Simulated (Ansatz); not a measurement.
Consider the ligand exchange at a Ga–O bond: `[OH][Ga]([Br])[O][SiH3]` + HCl → `[OH][Ga]([Cl])[Br]` + `O[SiH3]`.

Calculated with Ansatz (gas phase, PBE0-D4/def2-TZVP geometries, no zero-point term in ΔE). CCSD(T)/CBS is the MP2 limit (def2-TZVPP, def2-QZVPP) plus CCSD(T) − MP2 in def2-TZVPP, frozen cores. This one scheme is used for every species. DFT in def2-TZVPP. For Br, Ga outer-core shells are correlated without core-valence functions, which leaves a few kJ/mol of doubt a bond. Scalar relativity is left out up to krypton. One conformer a species, not always the lowest.

(1) Is it downhill or uphill in electronic energy at CCSD(T)/CBS, and by how much? (Best estimate.)

(2) What do these levels give: revPBE-D4, ωB97X-V, PBE-QIDH, r2SCAN0, RPA@PBE/def2-TZVPP, CCSD/def2-TZVPP? (An estimate is asked.)

Largest T1 diagnostic among the species: 0.012.

Results:

(1) Computed: Downhill: ΔE = -9.5 kcal/mol.

(2) Computed: revPBE-D4 -11.2, ωB97X-V -10.3, PBE-QIDH -10.9, r2SCAN0 -11.7, RPA@PBE/def2-TZVPP -7.7, CCSD/def2-TZVPP -8.7 kcal/mol.

At CCSD(T), def2-SVP lies +1.9 kcal/mol from the extrapolated value and def2-TZVPP +0.9 kcal/mol. The D4 term adds +1.2 kcal/mol with B3LYP and +0.7 kcal/mol with PBE0; it sums over pairs of atoms, weighted by their polarisabilities, and B3LYP, whose exchange is more repulsive, gets the larger term. Leaving LDA and LC-ωPBE aside and taking each functional with its dispersion term where it has one, the values, not all of them listed here, spread over 2.2 kcal/mol, from HSE06-D4 to CAM-B3LYP-D4. LDA lies +1.2 kcal/mol from PBE without D4.

B3LYP here is the variant with VWN-RPA as its local correlation; programs differ in this.
